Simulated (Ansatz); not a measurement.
Relaxation of CHNOTe (5 atoms, charge 0, multiplicity 1), to a largest force component of 0.02 eV/Å in at most 40 steps.

Theory: RKS PBE0/def2-SVP (Ansatz 0.2.0).

```xyz
5
Properties=species:S:1:pos:R:3
O -1.417 -0.366 1.031
C -0.494 -0.089 0.378
N 0.692 0.189 0.079
Te -0.290 0.602 -1.813
H 1.509 -0.337 0.326
```

Where does it end, and by what steps?

The run converged. After 14 steps the energy has fallen by 0.187 eV; Te4 moved furthest, 0.41 Å. Parted: C2–Te4 (2.31 → 2.90 Å).

| step | energy less start (eV) | largest force component (eV/Å) | accepted |
| --- | --- | --- | --- |
| 0 | 0.0000 | 1.675 | yes |
| 1 | -0.1026 | 0.530 | yes |
| 2 | -0.1104 | 0.229 | yes |
| 3 | -0.1152 | 0.207 | yes |
| 4 | -0.1219 | 0.861 | yes |
| 5 | -0.1292 | 0.277 | yes |
| 6 | -0.1336 | 0.396 | yes |
| 7 | -0.1138 | 1.175 | no |
| 8 | -0.1508 | 0.309 | yes |
| 9 | -0.1646 | 0.579 | yes |
| 10 | -0.1308 | 1.504 | no |
| 11 | -0.1793 | 0.540 | yes |
| 12 | -0.1722 | 1.681 | no |
| 13 | -0.1845 | 0.173 | yes |
| 14 | -0.1869 | 0.018 | yes |

```xyz
5
Properties=species:S:1:pos:R:3
O -1.441 -0.389 1.256
C -0.502 -0.200 0.617
N 0.513 0.001 -0.068
Te -0.027 0.756 -2.083
H 1.457 -0.168 0.278
```

Whether the end is a true minimum wasn't checked by a vibrational analysis.

The run took 38 s on 1 thread of Arm Neoverse V2, with other jobs on the host, peak memory 0.15 GiB.
